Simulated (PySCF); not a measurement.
## Highest orbital energy against ionisation energy along the second row

Calculated with PySCF 2.14, no spin-orbit coupling. Each cell gives −ε(HOMO) / ΔSCF in eV; NIST values include spin-orbit coupling, (s) semi-empirical, (t) theoretical.

```csv
species,UHF,LDA,PBE,PBE0,r2SCAN,NIST (lowest levels)
"Be+ (dyall-av3z, non-relativistic)",18.130 / 18.127,14.299 / 18.253,14.472 / 18.496,15.481 / 18.457,14.632 / 18.188,18.211
"B+ (dyall-av3z, non-relativistic)",23.778 / 23.443,19.408 / 24.554,19.505 / 24.607,20.792 / 24.562,19.731 / 24.265,25.155
"C+ (dyall-av3z, non-relativistic)",24.878 / 24.171,17.810 / 24.776,17.953 / 24.856,19.794 / 24.837,18.646 / 25.003,24.383
"N+ (dyall-av3z, non-relativistic)",30.382 / 29.209,22.010 / 30.064,22.023 / 29.905,24.244 / 29.915,22.802 / 30.142,29.601 (s)
"O+ (dyall-av3z, non-relativistic)",36.213 / 34.578,26.449 / 35.593,26.369 / 35.283,28.979 / 35.316,27.301 / 35.489,35.121
"F+ (dyall-av3z, non-relativistic)",35.654 / 33.390,26.185 / 35.281,26.453 / 35.426,29.034 / 35.255,27.047 / 35.123,34.971
"Ne+ (dyall-av3z, non-relativistic)",42.101 / 39.272,31.250 / 41.450,31.244 / 41.148,34.225 / 41.010,32.034 / 41.143,40.963
```

Q: How far is −ε(HOMO) from ΔSCF on average for each method, and why?

A: UHF 1.28 eV; LDA -7.51 eV; PBE -7.39 eV; PBE0 -5.26 eV; r2SCAN -6.74 eV. Hartree-Fock orbital energies lack relaxation and so exceed the ΔSCF value; semilocal functionals have convex E(N) from self-interaction, so their HOMO lies far too high; exact exchange moves hybrids part of the way back.
